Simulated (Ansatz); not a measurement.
Consider the ligand exchange at a Ti–S bond: `[SH][Ti]([SH])([Cl])[Cl]` + H–F → `[F][Ti]([SH])([Cl])[Cl]` + H₂S.

Isolated molecules relaxed with PBE0-D4/def2-TZVP in Ansatz; ΔE leaves out vibrations. CCSD(T)/CBS is the MP2 limit (def2-TZVPP, def2-QZVPP) plus CCSD(T) − MP2 in def2-TZVPP, frozen cores. This one scheme is used for every species. DFT in def2-TZVPP. For Ti outer-core shells are correlated without core-valence functions, which leaves a few kJ/mol of doubt a bond. Scalar relativity is left out up to krypton. One conformer a species, not always the lowest.

```tsv
level	ΔE (kJ/mol)
BHLYP-D4	-74.0
BLYP	-87.4
```

Q: What does CCSD(T)/CBS give? (Best estimate.)

A: Ansatz gave: -55.8 kJ/mol. The listed levels differ from it by -18.2, -31.6 kJ/mol.

Q: What do rigid-rotor, harmonic-oscillator terms from PBE0-D4/def2-TZVP frequencies (298.15 K, 1 bar) make of the CCSD(T)/CBS value? (An estimate is asked.)

A: Ansatz gave: ΔZPE = -2.8 kJ/mol, ΔH = -60.0 kJ/mol, ΔS = 14 J/(mol·K), ΔG = -64.3 kJ/mol. Modes under 50 cm⁻¹ make the entropy rough.

Largest T1 diagnostic among the species: 0.027, so the coupled-cluster value is less sure than usual.

Leaving LDA and LC-ωPBE aside and taking each functional with its dispersion term where it has one, the values, not all of them listed here, spread over 28.2 kJ/mol, from ωB97X-V to PBE-QIDH. LDA lies +6.9 kJ/mol from PBE without D4. At CCSD(T), def2-SVP lies −24.1 kJ/mol from the extrapolated value and def2-TZVPP −7.6 kJ/mol. In def2-TZVPP, CCSD(T) changes the Hartree–Fock value by +34.1 kJ/mol (the triples alone add +11.3 kJ/mol) and MP2 by +55.8 kJ/mol.
